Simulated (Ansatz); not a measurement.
System: sum formula Si2H4Cl2, charge 0, multiplicity 1. SMILES: [SiH3][SiH](Cl)Cl
Geometry: optimised at B3LYP-D3(BJ)/def2-TZVP (Ansatz, a program for electronic structure).

Wanted: atomisation energy (electronic, to ground-state atoms), in kcal/mol. Valence correlation only, unless marked. UHF or UKS for open shells. No spin-orbit coupling. Non-relativistic. The coupled-cluster limit lacks core correlation, which all-electron functionals hold. CBS marks a two-point X^-3 extrapolation of the correlation energy; Hartree-Fock from the larger set. [CCSD(T)-MP2]/basis is that difference in the basis named.

| level | program | atomisation energy (kcal/mol) | minus last row |
|---|---|---|---|
| PBE/def2-TZVPD | Ansatz | 557.0 | -12.7 |
| PBE0/def2-SVP | Ansatz | 550.1 | -19.6 |
| PBE0-D3(BJ)/def2-TZVPD | Ansatz + dftd3 | 561.7 | -8.0 |
| PBE0-D4/def2-TZVP | Ansatz + dftd4 | 561.2 | -8.5 |
| r2SCANh/def2-TZVPD | Ansatz | 564.6 | -5.1 |
| HSE06-D4/def2-TZVPD | Ansatz + dftd4 | 561.6 | -8.1 |
| B2GP-PLYP/def2-TZVPD | Ansatz | 553.1 | -16.6 |
| RI-MP2/cc-pV(Q+d)Z | Ansatz | 564.7 | -5.0 |
| SCS-MP2/6-31G* | Ansatz | 492.1 | -77.6 |
| SCS-MP2/cc-pV(T+d)Z | Ansatz | 552.5 | -17.2 |
| CCSD(T)/cc-pV(D+d)Z | Ansatz | 514.7 | -55.0 |
| CCSD(T)/aug-cc-pV(T+d)Z | Ansatz | 552.1 | -17.6 |
| CCSD(T)/cc-pV(T+d)Z | Ansatz | 548.0 | -21.7 |
| RI-MP2/CBS(aug-cc-pV(T+d)Z,aug-cc-pV(Q+d)Z)+[CCSD(T)-MP2]/aug-cc-pV(D+d)Z | Ansatz | 568.2 | -1.5 |
| CCSD(T)/CBS(aug-cc-pV(T+d)Z,aug-cc-pV(Q+d)Z) | Ansatz | 569.7 | 0.0 |
